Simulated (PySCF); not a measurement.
SMILES S=C=[OH+] (charge +1) at its B3LYP/def2-SVP optimised geometry (Å):

```
4

O     -1.0772     0.3992     0.0000
C      0.1496     0.2899     0.0000
S      1.6592     0.2899     0.0000
H     -1.6592    -0.3992    -0.0003
```

Method: PySCF 2.14.0 with B3LYP/def2-TZVP. Cells within 0.4 Å of a nucleus heavier than hydrogen are left out (blank, or x).

Map of the deformation density (molecule minus spherical neutral atoms) (e/bohr³) on the plane z = 0.0 Å:

```
|22222222222222222222222222222|
|22222222222222222222222222222|
|22222222222222222222222222222|
|22222222222222222222222222222|
|22222222222222222222222222222|
|22222222222222222222222222222|
|22222222222222222222222222222|
|22222222222222222222222222222|
|22222222222222222222222222222|
|22222222222211112222222222222|
|22222222222211112222222222222|
|22222222246221014422222122222|
|222222211xxx55xx763xx22112222|
|222222112xxx78xx973xxx2112222|
|22222111473144xx763xx22112222|
|22222110363221124422222122222|
|22222110022111112222222222222|
|22222210001111122222222222222|
|22222211111222222222222222222|
|22222222222222222222222222222|
|22222222222222222222222222222|
|22222222222222222222222222222|
|22222222222222222222222222222|
|22222222222222222222222222222|
|22222222222222222222222222222|
|22222222222222222222222222222|
|22222222222222222222222222222|
|22222222222222222222222222222|
|22222222222222222222222222222|
```
Scale: ten equal steps from -0.037 (start of '0') to 0.117 (end of '9'), in the order '0123456789'; x runs from -4.00 to 4.00, y from -4.00 (bottom) to 4.00 (top).
